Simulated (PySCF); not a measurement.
Compound: C3H8B2.
SMILES with atom numbers: `[BH2:1]/[CH:2]=[C:3](\[BH2:4])[CH3:5]` (hydrogens: H6, H7 on B1; H8 on C2; H9, H10 on B4; H11, H12, H13 on C5)

Method used: PBE0-D3(BJ)/def2-SVP geometry optimisation, gas phase in PySCF.

Question: List the bond lengths, angles and torsions at this level.

Answer: 
```tsv
bond	length (Å)	order
B1–C2	1.492	single
C2=C3	1.372	double
C3–B4	1.591	single
C3–C5	1.482	single
B1–H6	1.291	single
B1–H7	1.205	single
C2–H8	1.095	single
B4–H9, B4–H10	1.216	single
C5–H11, C5–H12, C5–H13	1.102	single
```

Bonds in one row agree within 0.01 Å and their mean is given. Orders are formal, as drawn. A selection of angles:
```tsv
angle	degrees
C2–B1–H6	115.2
C2–B1–H7	136.8
H6–B1–H7	108.0
B1–C2–C3	103.7
B1–C2–H8	131.1
C3–C2–H8	125.1
C2–C3–B4	108.8
C2–C3–C5	126.7
B4–C3–C5	124.5
C3–B4–H9	117.8
H9–B4–H10	116.1
C3–C5–H11	109.9
C3–C5–H13	113.4
H11–C5–H12	105.4
H11–C5–H13	109.3
```

Torsions: B1–C2–C3–B4 -2° (synperiplanar). The mirror-image conformer, all signs reversed, is as good.

The 5 heavy atoms lie in one plane (0.013 Å rms). Of the pairs four or more bonds apart, H6···H9 is among the closest relative to their van der Waals radii: 2.01 Å, 84 % of the sum of Bondi's values. The 2 C–C bonds span 1.372 Å (C2=C3, drawn double) to 1.482 Å (C3–C5, drawn single), a spread of 0.110 Å. The B–C distances run from 1.492 Å (B1–C2, drawn single) to 1.591 Å (C3–B4, drawn single), a spread of 0.099 Å. B1 (three-coordinate boron) is planar (angles 136.8°, 115.2° and 108.0°, sum 360.0°, 0.00 Å off the plane of its three neighbours). B4 (three-coordinate boron) has angles 117.9°, 117.8° and 116.1°, sum 351.7°, 0.22 Å off the plane of its three neighbours.

Point group: near Cs, missed by 0.12 Å at most; the miss may be what the optimiser left on a soft mode. No PBE0-D3(BJ)/def2-SVP frequencies stand behind this structure, so it isn't proved a minimum. One conformer, not necessarily the lowest (C2–C3–B4–H -105° and 107°).
